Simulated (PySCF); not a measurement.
Which level of theory gave which numbers?

Compound: CH5BFOP.
SMILES: `COB(F)P`

The closed-shell ground state was solved 5 times with PySCF (density fitting, gas phase), always with PBE0, in these basis sets: 6-311+G(2d,p), 6-31G*, aug-cc-pVDZ, def2-SVP and def2-TZVP. The structure is a single PBE0-D3(BJ)/def2-SVP conformer in the gas phase; no vibrational or solvent corrections.

| row | total energy (Eh) | HOMO (eV) | LUMO (eV) | dipole (D) |
| --- | --- | --- | --- | --- |
| P | -582.1809 | -7.53 | -0.06 | 1.86 |
| Q | -582.1208 | -7.51 | -0.22 | 1.87 |
| R | -582.2045 | -7.50 | 0.16 | 1.88 |
| S | -581.8067 | -7.35 | 0.42 | 2.11 |
| T | -582.0638 | -7.31 | 0.62 | 2.22 |

**Question.** Which basis belongs to which row?

**Answer.** P = 6-311+G(2d,p), Q = aug-cc-pVDZ, R = def2-TZVP, S = def2-SVP, T = 6-31G*. From the lowest total energy up: def2-TZVP (191 functions) 0 eV; 6-311+G(2d,p) (173 functions) +0.64 eV; aug-cc-pVDZ (164 functions) +2.28 eV; 6-31G* (84 functions) +3.83 eV; def2-SVP (99 functions) +10.83 eV.

Shape of the structure used: `[CH3:1][O:2][B:3]([F:4])[PH2:5]`: C1–O2–B3–F4 -1°, H–P5–B3–O2 -40°, H–P5–B3–O2 -136°.
